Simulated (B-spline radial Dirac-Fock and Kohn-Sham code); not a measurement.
Model: the Dirac equation of a negative muon with reduced mass in the field of a spherical finite nucleus, with the Uehling potential to all orders; nuclear polarisation, deformation, hyperfine structure, self-energy, higher-order vacuum polarisation, relativistic recoil and electron screening are left out. Program: a B-spline atomic structure program. The nuclear charge is a Fermi distribution (skin thickness 2.3 fm).

Question: A muonic atom of atomic mass 44.96 u emits these computed lines: 2p3/2 → 1s1/2 932.4 keV, 3d5/2 → 2p3/2 189.9 keV, 4f7/2 → 3d5/2 66.28 keV, 5g9/2 → 4f7/2 30.62 keV. Which element is it, and what rms charge radius was used?

Answer: Titanium (Z = 22, nuclide ⁴⁵Ti); the high transitions hardly feel the nucleus and fix Z. The 2p → 1s line lies 94.56 keV below the value for a point nucleus without QED, which for this nuclear model gives a radius near 3.59 fm (3.5939 fm was used).
